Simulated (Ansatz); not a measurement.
The cluster Si2Te. Charge 0, multiplicity 1. Geometry r2SCAN-D4/def2-TZVP.

```xyz
3

Si   -0.008    0.018    0.020
Si   -0.236    1.420    1.726
Te    0.244   -1.438   -1.746
```

In the def2 sets Te takes a core potential; there is no spin–orbit coupling. B3LYP takes the VWN-RPA correlation. The restricted singlet is unstable towards broken spin symmetry in Hartree–Fock (as tested in another run); at LDA (SPW92)/def2-TZVP, PBE-D4/def2-TZVP, r2SCAN-D4/def2-TZVP, B3LYP-D4/def2-TZVP and others this wasn't settled. At LDA (SPW92)/def2-TZVP, PBE-D4/def2-TZVP, r2SCAN-D4/def2-TZVP an occupied level lies above an empty one. Another isomer (singlet) lies 1.80 eV lower at PBE0-D4/def2-TZVP; other spin states weren't run for this one.

Estimate the orbital energies around the gap (eV) in Ansatz with LDA (SPW92)/def2-TZVP, PBE-D4/def2-TZVP, r2SCAN-D4/def2-TZVP, B3LYP-D4/def2-TZVP, PBE0-D4/def2-TZVP.


```json
{"orbital": "HOMO−5", "LDA (SPW92)/def2-TZVP": "-13.05", "PBE-D4/def2-TZVP": "-12.91", "r2SCAN-D4/def2-TZVP": "-13.42", "B3LYP-D4/def2-TZVP": "-14.25", "PBE0-D4/def2-TZVP": "-14.62"}
{"orbital": "HOMO−4", "LDA (SPW92)/def2-TZVP": "-9.88", "PBE-D4/def2-TZVP": "-9.72", "r2SCAN-D4/def2-TZVP": "-10.04", "B3LYP-D4/def2-TZVP": "-10.67", "PBE0-D4/def2-TZVP": "-10.94"}
{"orbital": "HOMO−3", "LDA (SPW92)/def2-TZVP": "-6.98", "PBE-D4/def2-TZVP": "-6.84", "r2SCAN-D4/def2-TZVP": "-7.09", "B3LYP-D4/def2-TZVP": "-7.60", "PBE0-D4/def2-TZVP": "-7.83"}
{"orbital": "HOMO−2", "LDA (SPW92)/def2-TZVP": "-6.87", "PBE-D4/def2-TZVP": "-6.71", "r2SCAN-D4/def2-TZVP": "-6.95", "B3LYP-D4/def2-TZVP": "-7.24", "PBE0-D4/def2-TZVP": "-7.48"}
{"orbital": "HOMO−1", "LDA (SPW92)/def2-TZVP": "-6.54", "PBE-D4/def2-TZVP": "-6.40", "r2SCAN-D4/def2-TZVP": "-6.69", "B3LYP-D4/def2-TZVP": "-7.14", "PBE0-D4/def2-TZVP": "-7.44"}
{"orbital": "HOMO", "LDA (SPW92)/def2-TZVP": "-4.90", "PBE-D4/def2-TZVP": "-4.78", "r2SCAN-D4/def2-TZVP": "-4.98", "B3LYP-D4/def2-TZVP": "-5.42", "PBE0-D4/def2-TZVP": "-5.65"}
{"orbital": "LUMO", "LDA (SPW92)/def2-TZVP": "-5.34", "PBE-D4/def2-TZVP": "-5.15", "r2SCAN-D4/def2-TZVP": "-5.19", "B3LYP-D4/def2-TZVP": "-4.58", "PBE0-D4/def2-TZVP": "-4.51"}
{"orbital": "LUMO+1", "LDA (SPW92)/def2-TZVP": "-2.69", "PBE-D4/def2-TZVP": "-2.51", "r2SCAN-D4/def2-TZVP": "-2.38", "B3LYP-D4/def2-TZVP": "-1.84", "PBE0-D4/def2-TZVP": "-1.70"}
{"orbital": "LUMO+2", "LDA (SPW92)/def2-TZVP": "-2.46", "PBE-D4/def2-TZVP": "-2.27", "r2SCAN-D4/def2-TZVP": "-2.11", "B3LYP-D4/def2-TZVP": "-1.69", "PBE0-D4/def2-TZVP": "-1.60"}
{"orbital": "LUMO+3", "LDA (SPW92)/def2-TZVP": "-2.33", "PBE-D4/def2-TZVP": "-2.19", "r2SCAN-D4/def2-TZVP": "-2.08", "B3LYP-D4/def2-TZVP": "-1.68", "PBE0-D4/def2-TZVP": "-1.52"}
{"orbital": "LUMO+4", "LDA (SPW92)/def2-TZVP": "1.17", "PBE-D4/def2-TZVP": "1.29", "r2SCAN-D4/def2-TZVP": "2.13", "B3LYP-D4/def2-TZVP": "1.70", "PBE0-D4/def2-TZVP": "1.96"}
{"orbital": "LUMO+5", "LDA (SPW92)/def2-TZVP": "1.51", "PBE-D4/def2-TZVP": "1.71", "r2SCAN-D4/def2-TZVP": "2.27", "B3LYP-D4/def2-TZVP": "2.24", "PBE0-D4/def2-TZVP": "2.46"}
```
